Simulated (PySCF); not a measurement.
Molecule: ethyl butyl ether (C(OCCCC)C, C₆H₁₄O).

Cartesian coordinates in Å; atom numbers follow the order of the lines, from 1:
```xyz
21

C    -3.152   -0.669   -0.300
C    -1.751   -0.554    0.278
C    -1.148    0.835    0.123
C     0.267    0.939    0.648
O     1.093    0.071   -0.072
C     2.415    0.039    0.380
C     3.205   -0.924   -0.474
H    -3.563   -1.681   -0.168
H    -3.846    0.037    0.183
H    -3.158   -0.447   -1.379
H    -1.765   -0.823    1.349
H    -1.078   -1.280   -0.206
H    -1.770    1.581    0.647
H    -1.147    1.123   -0.943
H     0.635    1.984    0.562
H     0.291    0.684    1.730
H     2.450   -0.270    1.446
H     2.864    1.054    0.335
H     3.171   -0.616   -1.530
H     4.256   -0.957   -0.154
H     2.784   -1.938   -0.402
```

Geometry PBE0-D3(BJ)/def2-SVP throughout; GIAO in PySCF 2.14.0 with density-fitted response routines, gas phase, one conformer, non-relativistic; equivalent atoms averaged; basis pcSseg-1.

(1) How do the absolute shieldings σ depend on the functional? (a selection of nuclei; ppm; last column core-seconds on shared hosts with different chips, so compare them loosely)

(2) Which nucleus among those listed moves most, in ppm?

## Answers

(1) 
```
functional                    kind     C4     C3     C7     C1     O5  H15/H16  H17/H18  H13/H14  H19/H20/H21  core-s
       PBE                     GGA  103.9  142.4  162.5  163.2  262.7    27.75    27.80    29.80        29.98      54
      BP86                     GGA  103.5  142.4  162.0  162.8  265.1    27.82    27.86    29.88        30.04      38
       KT3                     GGA  109.5  145.6  164.3  164.8  262.1    27.96    28.01    29.94        30.11      38
     B3LYP           global hybrid  104.4  141.9  161.2  162.2  270.8    28.09    28.12    30.05        30.14      23
      PBE0           global hybrid  111.6  148.9  167.0  168.0  280.3    28.02    28.05    29.97        30.05      41
      WP04           global hybrid   98.7  136.6  153.6  154.5  267.1    28.45    28.47    30.33        30.38      25
 BHandHLYP           global hybrid  113.0  148.7  166.2  167.4  288.5    28.33    28.34    30.20        30.19      21
   wB97X-D  range-separated hybrid  112.2  149.6  166.9  168.2  286.2    28.17    28.19    30.12        30.15      33
   LC-wPBE  range-separated hybrid  117.8  155.5  171.5  173.3  299.0    28.18    28.19    30.09        30.10      47
```

(2) O5 (ether oxygen): from 262.1 ppm with KT3 to 299.0 ppm with LC-wPBE. The smallest spread is 0.41 ppm, at H19/H20/H21. Proton shifts span only some 12 ppm, so a few tenths of a ppm matter as much there as several ppm in carbon.
